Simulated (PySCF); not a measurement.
Molecule: SMILES C[NH][GeH2][AsH2], CH8AsGeN.

Cartesian coordinates in Å; atom numbers follow the order of the lines, from 1:
```xyz
12

C    -1.582   -0.890    0.037
N    -1.223    0.472    0.347
Ge    0.458    1.110   -0.018
As    1.994   -0.222    1.309
H    -2.524   -1.169    0.538
H    -1.701   -1.114   -1.044
H    -0.812   -1.579    0.423
H    -1.966    1.135    0.150
H     0.474    2.577    0.451
H     0.837    1.047   -1.524
H     3.190    0.557    0.767
H     2.134   -1.272    0.209
```

Geometry PBE0-D3(BJ)/def2-SVP throughout; GIAO in PySCF 2.14, gas phase, one conformer, non-relativistic; equivalent atoms averaged; basis pcSseg-1.

For orientation, LDA gives these absolute shieldings σ: C1 146.0, N2 242.6, Ge3 1293.5, As4 1872.3, H9/H10 25.02, H5/H6/H7 28.09, H11/H12 28.61, H8 30.99 ppm.

A run gave: C1 147.3, N2 240.9, Ge3 1393.3, As4 1923.8, H9/H10 25.74, H5/H6/H7 28.46, H11/H12 29.24, H8 31.41 ppm (absolute shieldings σ).

Task: Which functional was used in that run?
A. KT2
B. wB97X-D
C. CAM-B3LYP
D. PBE
E. BHandHLYP

Result: A. C1 tells them apart best: KT2 gives 147.3, PBE gives 144.7, CAM-B3LYP gives 149.1, BHandHLYP gives 151.0, wB97X-D gives 150.8 ppm.
